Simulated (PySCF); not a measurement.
Input of a run (PBE0-D3(BJ)/def2-SVP geometry optimisation, gas phase (PySCF 2.14.0)), started from a GFN2-xTB structure with every atom displaced at random (by about 0.01 Å):
```
{"job": {"xc": "PBE0", "basis": "def2-SVP", "d3": "d3bj", "grid": 1, "shake": 0.01, "kind": "geom"}, "charge": 0, "multiplicity": 1}
F     -0.569200     1.206210    -1.415020
C     -1.179720     0.903640    -0.262740
F     -2.338740     1.547540    -0.119240
C     -0.532390     0.045650     0.526130
F     -1.111500    -0.323210     1.694850
Ge     1.144370    -0.716930    -0.024330
H      1.578240    -1.647520     1.064630
H      2.129560     0.400820    -0.208750
H      0.937190    -1.433360    -1.289260
```

Output (energies in Eh, forces in Eh/bohr):
```
step   0  E = -2453.30101843  max force = 0.028641
step   1  E = -2453.30751499  max force = 0.007137
step   2  E = -2453.30771852  max force = 0.001884
step   3  E = -2453.30773951  max force = 0.001793
step   4  E = -2453.30776809  max force = 0.000548
step   5  E = -2453.30777424  max force = 0.000759
step   6  E = -2453.30779409  max force = 0.000983
step   7  E = -2453.30781573  max force = 0.001230
step   8  E = -2453.30783945  max force = 0.000768
step   9  E = -2453.30786196  max force = 0.000836
step  10  E = -2453.30786660  max force = 0.000422
optimisation converged
```

Question: Summarise the run.

Answer: The energy falls by 18.0 kJ/mol over 11 energy and gradient evaluations, the largest force component goes from 0.0286 to 4.2e-04 Eh/bohr, and the atoms move by 0.135 Å rms after alignment. The bond that changes most is Ge6–H9 (ends: germanium bonded to C and 3 H; Ge–H hydrogen), which lengthens by 0.068 Å. Bonds longer at the end by more than 0.005 Å: 4 of 8; shorter: 3. Among the angles that change most is F1–C2–C4, from 115.7° to 122.1°. The energy never rose by more than 1e-6 Eh on the way. The first step brought 95 % of the lowering.

Question: What are the final bond lengths?

Answer: F1–C2 1.314 Å, C2–F3 1.306 Å, C2=C4 1.334 Å, C4–F5 1.341 Å, C4–Ge6 1.953 Å, Ge6–H7 1.533 Å, Ge6–H8 1.537 Å, Ge6–H9 1.536 Å. Numbering counts from 1 in the input's order; the species is `FC(F)=[C](F)[GeH3]`.

The run used 117 basis functions and 72 SCF cycles in all.

No PBE0-D3(BJ)/def2-SVP frequencies stand behind this structure, so it isn't proved a minimum.
